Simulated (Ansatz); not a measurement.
The cluster Li4F4, relaxed as a singlet with RKS PBE-D4/def2-SVP in Ansatz, starting from the GFN2-xTB geometry. Force threshold 0.02 eV/Å.

The structure comes from a short search, and lower isomers may exist.

Start:

```xyz
8

Li    1.4610    1.4715   -0.4963
Li    0.9110   -0.2570    1.9179
Li   -0.9026    0.2482   -1.9249
Li   -1.4679   -1.4629    0.5017
F     1.7313    0.8846    1.0339
F    -0.4048   -1.2594    1.7635
F    -1.7393   -0.8774   -1.0299
F     0.4112    1.2524   -1.7659
```

(1) Estimate the energy that the relaxation releases and the steps that it takes.

(2) Does the start keep its bonding and symmetry?

(3) Predict the relaxed structure.

## Answers

(1) 3.2 kJ/mol, in 3 steps; 3.5 s on 4 threads of Arm Neoverse V2 on a shared host. No frequencies were taken in this run, so the end may be a saddle point.

(2) By distances, no bond broke or formed. The bond that changes most is Li2–F5, from 1.66 to 1.69 Å (atoms count from 1). Point group D4h at the start, D4h at the end, both within 0.05 Å.

(3) 
Cartesian coordinates in Å:
```
Li 1.474 1.476 -0.502
Li 0.914 -0.257 1.927
Li -0.911 0.254 -1.929
Li -1.477 -1.473 0.504
F 1.771 0.906 1.057
F -0.417 -1.286 1.803
F -1.774 -0.903 -1.056
F 0.420 1.283 -1.805
```
Bond lengths (bridged metal pairs left out): 8 × F–Li 1.69 Å.
